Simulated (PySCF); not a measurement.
C$_{4}$H$_{10}$O$_{2}$, charge -1, doublet, at the geometry of the source list (a state made from the parent by changing its charge; the spin is typed, not shown lowest) (in this run its highest filled SCF level lies above zero, so its values depend strongly on the basis, on diffuse functions most of all); MP2/def2-SVP run with PySCF.

Here is a job for PySCF.
```python
from pyscf import gto, scf, mp

mol = gto.M(
    atom='''
C     2.540900    0.444400   -0.008200
O     1.371000   -0.189800    0.435800
C     0.227600    0.170200   -0.311200
C    -0.973100   -0.566900    0.290400
C    -2.257100   -0.243000   -0.461300
O    -1.141400   -0.195200    1.639500
H     2.455200    1.535400    0.069300
H     3.346600    0.094800    0.633800
H     2.762000    0.183600   -1.050400
H     0.064200    1.257100   -0.250400
H     0.356900   -0.106400   -1.367600
H    -0.767400   -1.649000    0.231400
H    -2.455400    0.823400   -0.403200
H    -2.171600   -0.539500   -1.502400
H    -3.085100   -0.773700   -0.002300
H    -0.273400   -0.245600    2.056700
''',
    basis='def2-svp',
    charge=-1,
    spin=1,
    verbose=4,
)

mf = scf.UHF(mol)
mf.kernel()

pt = mp.MP2(mf)
pt.kernel()
print('E(MP2) = %.10f' % pt.e_tot)
```

Output, abridged:

```
PySCF version 2.14.0

[INPUT] verbose = 4
[INPUT] num. atoms = 16
[INPUT] num. electrons = 51
[INPUT] charge = -1
[INPUT] spin (= nelec alpha-beta = 2S) = 1
[INPUT] symmetry False subgroup None
[INPUT] Mole.unit = angstrom
[INPUT] Symbol           X                Y                Z      unit          X                Y                Z       unit  Magmom
[INPUT]  1 C      2.540900000000   0.444400000000  -0.008200000000 AA    4.801605109907   0.839794289757  -0.015495754221 Bohr   0.0
[INPUT]  2 O      1.371000000000  -0.189800000000   0.435800000000 AA    2.590814516779  -0.358670018442   0.823542645085 Bohr   0.0
[INPUT]  3 C      0.227600000000   0.170200000000  -0.311200000000 AA    0.430101665951   0.321631386401  -0.588082769965 Bohr   0.0
[INPUT]  4 C     -0.973100000000  -0.566900000000   0.290400000000 AA   -1.838892491814  -1.071285740016   0.548776466574 Bohr   0.0
[INPUT]  5 C     -2.257100000000  -0.243000000000  -0.461300000000 AA   -4.265300835756  -0.459203448269  -0.871730661262 Bohr   0.0
[INPUT]  6 O     -1.141400000000  -0.195200000000   1.639500000000 AA   -2.156933398579  -0.368874539515   3.098205981224 Bohr   0.0
[INPUT]  7 H      2.455200000000   1.535400000000   0.069300000000 AA    4.639655581032   2.901485491657   0.130958020432 Bohr   0.0
[INPUT]  8 H      3.346600000000   0.094800000000   0.633800000000 AA    6.324157448469   0.179146036609   1.197708417749 Bohr   0.0
[INPUT]  9 H      2.762000000000   0.183600000000  -1.050400000000 AA    5.219423556049   0.346953716470  -1.984968321243 Bohr   0.0
[INPUT] 10 H      0.064200000000   1.257100000000  -0.250400000000 AA    0.121320417197   2.375574711191  -0.473187421591 Bohr   0.0
[INPUT] 11 H      0.356900000000  -0.106400000000  -1.367600000000 AA    0.674443253857  -0.201066859654  -2.584389447955 Bohr   0.0
[INPUT] 12 H     -0.767400000000  -1.649000000000   0.231400000000 AA   -1.450175827991  -3.116158379408   0.437282625224 Bohr   0.0
[INPUT] 13 H     -2.455400000000   0.823400000000  -0.403200000000 AA   -4.640033526257   1.556000490967  -0.761937573425 Bohr   0.0
[INPUT] 14 H     -2.171600000000  -0.539500000000  -1.502400000000 AA   -4.103729252105  -1.019507244203  -2.839124529547 Bohr   0.0
[INPUT] 15 H     -3.085100000000  -0.773700000000  -0.002300000000 AA   -5.829994066896  -1.462081102576  -0.004346370086 Bohr   0.0
[INPUT] 16 H     -0.273400000000  -0.245600000000   2.056700000000 AA   -0.516651122456  -0.464116736193   3.886599720393 Bohr   0.0

nuclear repulsion = 261.337094716312
number of shells = 66
number of NR pGTOs = 214
number of NR cGTOs = 134
basis = def2-svp
ecp = {}

******** <class 'pyscf.scf.uhf.UHF'> ********
method = UHF
initial guess = minao
damping factor = 0
level_shift factor = 0
DIIS = <class 'pyscf.scf.diis.CDIIS'>
diis_start_cycle = 1
diis_space = 8
diis_damp = 0
SCF conv_tol = 1e-09
SCF conv_tol_grad = None
SCF max_cycles = 50
direct_scf = True
direct_scf_tol = 1e-13
number electrons alpha = 26  beta = 25
Set gradient conv threshold to 3.16228e-05
init E= -307.643106305927

cycle= 1 E= -306.444383979163  delta_E=  1.2  |g|= 0.527  |ddm|= 5.12
cycle= 2 E= -306.546437404108  delta_E= -0.102  |g|= 0.328  |ddm|= 3.27
cycle= 3 E= -306.589596028314  delta_E= -0.0432  |g|= 0.0531  |ddm|= 0.627
cycle= 4 E= -306.595564393544  delta_E= -0.00597  |g|= 0.0243  |ddm|= 1.43
cycle= 5 E= -306.598751564998  delta_E= -0.00319  |g|= 0.0205  |ddm|= 1.08
cycle= 6 E= -306.602313457842  delta_E= -0.00356  |g|= 0.0122  |ddm|= 1.57
cycle= 7 E= -306.60399219547  delta_E= -0.00168  |g|= 0.00592  |ddm|= 1.47
cycle= 8 E= -306.604023607807  delta_E= -3.14e-05  |g|= 0.00604  |ddm|= 0.197
cycle= 9 E= -306.604232136198  delta_E= -0.000209  |g|= 0.00227  |ddm|= 0.54
cycle= 10 E= -306.604277331983  delta_E= -4.52e-05  |g|= 0.00189  |ddm|= 0.248
cycle= 11 E= -306.604305121989  delta_E= -2.78e-05  |g|= 0.00143  |ddm|= 0.193
cycle= 12 E= -306.604331899598  delta_E= -2.68e-05  |g|= 0.00128  |ddm|= 0.209
cycle= 13 E= -306.604367390756  delta_E= -3.55e-05  |g|= 0.00109  |ddm|= 0.341
cycle= 14 E= -306.604393843955  delta_E= -2.65e-05  |g|= 0.000753  |ddm|= 0.337
cycle= 15 E= -306.604412204702  delta_E= -1.84e-05  |g|= 0.000511  |ddm|= 0.371
cycle= 16 E= -306.604417406675  delta_E= -5.2e-06  |g|= 0.000338  |ddm|= 0.168
cycle= 17 E= -306.60442000206  delta_E= -2.6e-06  |g|= 0.000161  |ddm|= 0.197
cycle= 18 E= -306.604420224595  delta_E= -2.23e-07  |g|= 7.55e-05  |ddm|= 0.0282
cycle= 19 E= -306.604420258827  delta_E= -3.42e-08  |g|= 4.59e-05  |ddm|= 0.00822
cycle= 20 E= -306.604420273689  delta_E= -1.49e-08  |g|= 3.05e-05  |ddm|= 0.00703
cycle= 21 E= -306.604420280361  delta_E= -6.67e-09  |g|= 1.99e-05  |ddm|= 0.00439
cycle= 22 E= -306.604420284654  delta_E= -4.29e-09  |g|= 1.1e-05  |ddm|= 0.00369
cycle= 23 E= -306.60442028576  delta_E= -1.11e-09  |g|= 7.36e-06  |ddm|= 0.00121
cycle= 24 E= -306.604420286238  delta_E= -4.77e-10  |g|= 4.7e-06  |ddm|= 0.000855
Extra cycle  E= -306.604420286323  delta_E= -8.48e-11  |g|= 3.61e-06  |ddm|= 0.000147
converged SCF energy = -306.604420286323  <S^2> = 0.75408416  2S+1 = 2.00408

******** <class 'pyscf.mp.ump2.UMP2'> ********
nocc = (np.int64(26), np.int64(25)), nmo = (134, 134)
E(UMP2) = -307.584604693199  E_corr = -0.980184406876187
E(SCS-UMP2) = -307.57030792274  E_corr = -0.965887636417188
E_corr(same-spin) = -0.24269267519335
E_corr(oppo-spin) = -0.737491731682838
E(MP2) = -307.5846046932
```
